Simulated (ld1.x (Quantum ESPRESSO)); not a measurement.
C (Z = 6): one change to a TM potential, before and after

```
Element                 : carbon (C)
Generator               : ld1.x (Quantum ESPRESSO) 7.5
Type                    : norm-conserving Troullier–Martins (Kleinman–Bylander form)
Functional              : PW91
Relativity              : scalar-relativistic
Frozen core             : [He]
Valence charge          : 4
Reference configuration : 2s2 2p1.5 (charge +0.5)
Partial waves           : 2s (bound): rc 1.10 bohr; 3d channel at 0.35 Ry: rc 2.10 bohr; 2p (bound): rc 1.90 bohr
Local potential         : the p channel
Core correction         : none
```

Change: reference 2s2 2p2.

Cutoffs: the cutoffs (Ry, on a coarse ladder) from which the occupation-weighted sum of valence levels, in a spherical-Bessel basis at the reference potential, stays within 10 and 1 mRy of its value at 400 Ry; they do not see the model core or the augmentation charge, which bear on the density cutoff. Errors are all-electron minus pseudo energies relative to the spin-unpolarised reference configuration.

Q: What does the change do?

A: The potential gets neither clearly harder nor softer (35 Ry and 90 Ry → 35 Ry and 90 Ry); the s channel sets the loose cutoff, while the largest relative change is in p, which becomes softer; neither file shows a bound ghost.

| quantity | base | changed |
| --- | --- | --- |
| cutoff, loose | 35 Ry | 35 Ry |
| cutoff, tight | 90 Ry | 90 Ry |
| loose cutoff by channel (10 mRy a level) | s 30 Ry, p 30 Ry | s 30 Ry, p 25 Ry |
| bound ghosts | none | none |
| largest error over its own tests, meV | +174 | +508 |
| s: phases at 2.29 bohr within 0.05 rad from the reference energy up to (Ry; the scan ends near 5) | 1.7 | 2.1 |
| p: phases at 2.29 bohr within 0.05 rad from the reference energy up to (Ry; the scan ends near 5) | 1.3 | 1.7 |
| d: phases at 2.29 bohr within 0.05 rad from the reference energy up to (Ry; the scan ends near 5) | 4.7 | to the end of the scan |
